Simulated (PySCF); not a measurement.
**Property card for `C#C[Si@]1([SiH3])CCN1`**

C4H9NSi2.
Numbering: `[CH:1]#[C:2][Si@:3]1([SiH3:4])[CH2:5][CH2:6][NH:7]1` (hydrogens: H8 on C1; H9, H10, H11 on Si4; H12, H13 on C5; H14, H15 on C6; H16 on N7)

Structure used (GFN2-xTB), in Å, numbered top down from 1:
```
atom  x, y, z in Å
C1    -0.068    3.032    1.062
C2     0.029    1.910    0.636
Si3    0.258    0.166    0.010
Si4    2.374   -0.162   -0.833
C5    -1.353   -0.432   -0.855
C6    -1.612   -1.324    0.361
N7    -0.346   -1.092    1.030
H8    -0.166    4.014    1.427
H9     2.784    1.016   -1.602
H10    2.501   -1.314   -1.730
H11    3.365   -0.338    0.231
H12   -2.129    0.306   -1.024
H13   -1.217   -0.999   -1.771
H14   -2.471   -0.986    0.951
H15   -1.753   -2.383    0.120
H16   -0.203   -1.405    1.976
```

Some functional groups and rings: alkyne, Si–H bond and C–Si bond.

**GFN2-xTB geometry**

| Property | Result |
| --- | --- |
| Point group of the GFN2-xTB geometry | C1 |
| Rotational constants A, B, C of the GFN2-xTB geometry | 1.826, 1.600, 1.007 GHz |

**wB97X-D/def2-SVPD ground state and vertical TDDFT (core frozen in the response) (PySCF)**

| Item | Value |
| --- | --- |
| Dipole moment | 0.79 D |
| HOMO energy | -8.52 eV |
| LUMO energy | 0.88 eV |
| HOMO–LUMO gap | 9.40 eV |
| Lowest singlet excitation | 5.00 eV (248 nm, f = 0.013) |
| Strongest line among the 8 lowest singlet transitions | S6 at 6.67 eV (186 nm, f = 0.045) |
| Lowest triplet excitation (Tamm–Dancoff) | 4.64 eV |
| Static isotropic polarisability | 106.6 au |
| Electronic spatial extent ⟨r²⟩ about the centre of nuclear charge | 1258 bohr² |

From PBE0/pcSseg-1 ground state and GIAO shieldings, non-relativistic (PySCF):

| Quantity | Value |
| --- | --- |
| Lowest Hirshfeld atomic charge | -0.25 e on N7 |
| Highest Hirshfeld atomic charge | +0.35 e on Si3 |
| 13C chemical shifts (computed TMS as zero) by class | 104.8 (C1), 93.9 (C2), 51.2 (C6), 20.4 (C5) ppm |
| 1H chemical shifts (computed TMS as zero) by class | 4.06 (H14), 4.01 (H15), 3.40 (H9/H10/H11), 2.34 (H8), 1.90 (H13), 1.78 (H12), 0.18 (H16) ppm |
| Isotropic shieldings of nuclei other than C and H, by class | 228 (N7), 360 (Si3), 468 (Si4) ppm |
| Mayer bond orders between heavy atoms | C1–C2 2.55, C2–Si3 0.85, Si3–Si4 0.91, Si3–C5 0.89, C5–C6 1.01, C6–N7 0.96, N7–Si3 1.03 |

Monoisotopic mass from the formula: 127.0274 u.

The 8 singlets span 5.00 to 7.15 eV, and their oscillator strengths add up to 0.11. The principal polarisabilities are 86.2, 113.9 and 119.6 au; their mean is the isotropic value. S1 lies 4.40 eV below the HOMO–LUMO gap; its leading configuration is HOMO→LUMO, weight 0.96. The polarisability is 15.79 Å³ as a volume (1 au = 0.148185 Å³), or 1.57 au for each of the 68 electrons.

Geometry: GFN2-xTB; no solvent or vibrations. GFN2-xTB frequencies show an imaginary mode (23i cm⁻¹), so this geometry is no minimum at that level. NMR classes are plain means over equivalent atoms (diastereotopic ones count apart unless rotation or inversion swaps them), as if these changed places fast; in this geometry the members of some classes differ.

For the NMR shielding job (PBE0/pcSseg-1), the run took 46 s on one thread, Arm Neoverse N1 (aarch64), shared host with 64 logical CPUs at a one-minute load of 60, and the process peaked at 0.87 GiB of memory.
